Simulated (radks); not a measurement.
Values are calculated unless marked as measured or tabulated.
Species: Ga IV. Configuration: [Ar] 3d10 (the NIST ground configuration). Code: a radial shooting solver on a logarithmic mesh with Libxc functionals. Model: scalar-relativistic Kohn-Sham, r2SCAN, spin-polarised, spherical densities, finite nucleus; meta-GGA in the generalised Kohn-Sham scheme; Fermi nuclear charge, rms radius 3.9973 fm.

Unscreened Slater integrals over Kohn-Sham orbitals (eV). They are taken over the spin-up orbitals.

integral    value
F0(3d,3d)  32.165
F2(3d,3d)  14.920
F4(3d,3d)  9.2896
F0(3d,3p)  33.973
F2(3d,3p)  16.075
G1(3d,3p)  19.799
G3(3d,3p)  12.055
F0(3d,3s)  34.579
G2(3d,3s)  15.044
F0(3p,3p)  36.250
F2(3p,3p)  18.123
F0(3p,3s)  36.913
G1(3p,3s)  24.430
F0(3s,3s)  37.636
